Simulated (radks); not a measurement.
Charge is removed step by step from the 4p (averaged over the sub-levels emptied) level of neutral ruthenium, starting from [Kr] 4d7 5s1. Calculated with a radial shooting solver on a logarithmic mesh with Libxc functionals: Dirac Kohn-Sham, PBE, spin-unpolarised, spherical densities, point nucleus; open shells are shared between the two j in proportion to 2j + 1.

| removed (e) | E - E(0) (eV) | eigenvalue (eV) | E minus straight line (eV) |
|---|---|---|---|
| 0 | 0.000 | -46.461 | 0.000 |
| 0.1 | 4.701 | -47.574 | -0.545 |
| 0.2 | 9.516 | -48.722 | -0.976 |
| 0.3 | 14.447 | -49.901 | -1.291 |
| 0.4 | 19.497 | -51.111 | -1.487 |
| 0.5 | 24.670 | -52.349 | -1.561 |
| 0.6 | 29.968 | -53.614 | -1.509 |
| 0.7 | 35.394 | -54.904 | -1.329 |
| 0.8 | 40.949 | -56.218 | -1.019 |
| 0.9 | 46.638 | -57.555 | -0.577 |
| 1 | 52.461 | -58.913 | 0.000 |

Removing the whole electron costs 52.461 eV by Delta-SCF, against 46.461 eV from minus the eigenvalue at the starting occupation. Slater's transition state (half an electron removed) gives 52.349 eV. Integrating minus the eigenvalue over the occupation (Janak's theorem) gives 52.461 eV. The mean slope of the eigenvalue, de/dn, is 12.5 eV per electron.
